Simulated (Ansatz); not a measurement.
# Worked example: vertical ionisation energy of CH2BrF (bromofluoromethane)

CH2BrF: 5 atoms, total charge 0, spin state singlet. As SMILES, `FCBr`. The shape was relaxed beforehand at HF/6-31G*.

```xyz
5

F     0.7289    1.1055    0.2054
C     0.1543   -0.0977    0.0759
Br   -1.4881    0.0550   -0.9451
H     0.8073   -0.7567   -0.4665
H    -0.1065   -0.4830    1.0446
```

Both states at this one shape; open shells run unrestricted unless said. 1 Eh = 27.2114 eV.

| level | program | singlet CH2BrF (Eh) | doublet CH2BrF+ (Eh) |
| --- | --- | --- | --- |
| HF/6-31G* (Cartesian functions) | Ansatz | -2710.558778 | -2710.188854 |
| CCSD(T)/def2-mTZVP, 11 core orbitals frozen | Ansatz | -2711.502561 | -2711.107729 |

**Question.** Work out the vertical ionisation energy at each level.

**Answer.** 
1. HF/6-31G* (Cartesian functions): -2710.188854 − (-2710.558778) = 0.369924 Eh = 10.07 eV.
2. CCSD(T)/def2-mTZVP: -2711.107729 − (-2711.502561) = 0.394832 Eh = 10.74 eV.

No measured value is set beside it here; the levels span 10.07 to 10.74 eV. Hartree–Fock favours the state with fewer electron pairs, since it lacks pair correlation. Spin-orbit coupling, which splits open shells on such heavy atoms by tenths of an eV, is left out. All-electron rows are non-relativistic unless named.
